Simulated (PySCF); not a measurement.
Low-lying terms of Rh⁴³⁺ (rhodium, charge +43)

Ground state 1s2, ¹S. Calculation: PySCF 2.14, in an uncontracted even-tempered set (18 s from 5.06 bohr⁻², ratio 2.5; 9 p from 6.1 bohr⁻², ratio 2.7; 7 d from 6.77 bohr⁻², ratio 2.7; 3 f from 540 bohr⁻², ratio 2.7); scalar relativity by spin-free X2C-1e. Vertical excitation energies in eV without spin-orbit coupling; excited terms of each kind are numbered among those the solver found. Frozen: nothing.

| term | leading excitation | EOM-EE-CCSD |
| --- | --- | --- |
| 1 3S | 1s → s | 20632.5 |
| 1 1S | 1s → s | 20693.7 |
| 1 3P° | 1s → p | 20811.3 |
| 1 1P° | 1s → p | 20851.4 |
| 2 3S | 1s → s | 24497.5 |
| 2 1S | 1s → s | 24513.5 |
| 2 3P° | 1s → p | 24550.1 |
| 2 1P° | 1s → p | 24561.0 |
| 1 3D | 1s → d | 24585.4 |
| 1 1D | 1s → d | 24585.9 |
| 2 3D | 1s → d | 25876.2 |
| 2 1D | 1s → d | 25876.5 |

The spin-orbit splitting of the hole, absent here, rivals or exceeds the spacing of these terms, so the LS terms are model states.

Only the lower part of the computed list is shown. Doubly excited terms such as np² are absent. The solver can miss terms. The 8 highest virtual orbitals were dropped.
